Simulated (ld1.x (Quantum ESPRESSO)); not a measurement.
**u(r) = r·R(r): atom against pseudo-atom (C)**

Columns: radius, all-electron u(r) and pseudo u(r) of the 2p shell (level -5.42 eV) of carbon in the configuration [He] 2s2 2p2; LDA (PZ), non-relativistic, PAW scheme, ld1.x (Quantum ESPRESSO) 7.5.

| r (bohr) | all-electron | pseudo |
| --- | --- | --- |
| 0.138 | 0.0818 | 0.0098 |
| 0.275 | 0.2294 | 0.0381 |
| 0.413 | 0.3755 | 0.0833 |
| 0.550 | 0.4955 | 0.1414 |
| 0.688 | 0.5863 | 0.2091 |
| 0.825 | 0.6483 | 0.2807 |
| 0.963 | 0.6861 | 0.3525 |
| 1.100 | 0.7038 | 0.4189 |
| 1.238 | 0.7060 | 0.4768 |
| 1.375 | 0.6967 | 0.5227 |
| 1.513 | 0.6789 | 0.5553 |
| 1.650 | 0.6553 | 0.5735 |
| 1.788 | 0.6276 | 0.5783 |
| 1.925 | 0.5976 | 0.5711 |
| 2.062 | 0.5663 | 0.5541 |
| 2.200 | 0.5343 | 0.5300 |
| 2.338 | 0.5024 | 0.5015 |
| 2.475 | 0.4713 | 0.4713 |
| 2.613 | 0.4409 | 0.4409 |
| 2.750 | 0.4117 | 0.4117 |
| 2.888 | 0.3836 | 0.3836 |
| 3.025 | 0.3570 | 0.3570 |
| 3.162 | 0.3318 | 0.3318 |
| 3.300 | 0.3078 | 0.3078 |
| 3.438 | 0.2852 | 0.2852 |
| 3.575 | 0.2642 | 0.2642 |

Task: How many radial nodes do the two functions have?

Result: The all-electron 2p function has n − l − 1 = 0; the pseudo-wave has 0.

Task: At about which radius was the pseudo-wave matched?

Result: 2.75 bohr. The columns agree to 0.0005 from 2.48 bohr on; several derivatives are matched, so the curves merge somewhat inside the radius.

Task: Is the pseudo-wave norm-conserving?

Result: No, it belongs to a PAW set: the norm inside the radius is not constrained, and the difference is carried by the augmentation charge.
